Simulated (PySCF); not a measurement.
Telling isomers of C9H16 apart by NMR

[PySCF 2.14: coordinates at the PBE0-D3(BJ)/def2-SVP level; NMR shieldings at PBE0/pcSseg-1/GIAO; fast rotation and ring inversion assumed for equivalent nuclei; no solvent; one computed conformer; relativity neglected]

δ = σ(ref) − σ, references computed at the same level: 1H (σ = 31.27 ppm) and 13C (σ = 184.41 ppm) vs TMS. Where no couplings were computed, multiplicities follow the n + 1 count of equivalent neighbours, and m marks all less simple cases (inequivalent or close neighbours, rings, F or P nearby). Shifts are as computed. Against solution values, carbons near 30 ppm lie about +2 ppm off and those near 130 ppm about +5 ppm. Of 1211 compounds with measured shifts, 218 miss one by over three times the rms of a fit or turn the order of signals round; such compounds aren't used in these exercises.

(1) Tabulate the signals of `C=C(C)C(=C)C(C)(C)C`, `C1CCC(C2CC2)CC1` and their relative energies.

(2) What is the quickest way to tell C=C(C)C(=C)C(C)(C)C from C1CCC(C2CC2)CC1?

Answers

(1) 
```json
{"SMILES": "C=C(C)C(=C)C(C)(C)C", "carbon types": "3×C 2×CH2 4×CH3", "δC": "171.2, 157.8, 121.5, 117.1, 37.2, 30.8, 30.7", "δH": "5.35 (br s, 1H), 5.27 (br s, 1H), 4.99 (br s, 1H), 4.81 (br s, 1H), 1.97 (s, 3H), 1.09 (s, 9H)", "E rel. (kcal/mol)": "19.1"}
{"SMILES": "C1CCC(C2CC2)CC1", "carbon types": "2×CH 7×CH2", "δC": "42.2, 32.8, 29.3, 24.0, 13.3, 6.4", "δH": "1.64 (m, 2H), 1.62 (m, 1H), 1.51 (m, 2H), 1.38 (m, 2H), 1.34 (m, 2H), 1.16 (m, 1H), 0.97 (m, 1H), 0.48 (m, 2H), 0.23 (m, 1H), 0.01 (m, 2H)", "E rel. (kcal/mol)": "0.0"}
```

Energies are electronic energies at PBE0/pcSseg-1 on these geometries, without zero-point or thermal terms, each for the one conformer computed, which needn't be the lowest.

(2) Count the carbon signals: 7 against 6. The first has a fully substituted alkene carbon (C) at 171.2 ppm, the second an sp3 CH in a ring at 42.2 ppm. In the proton spectra the most deshielded non-exchanging signals are 5.35 (br s, 1H) and 1.64 (m, 2H).
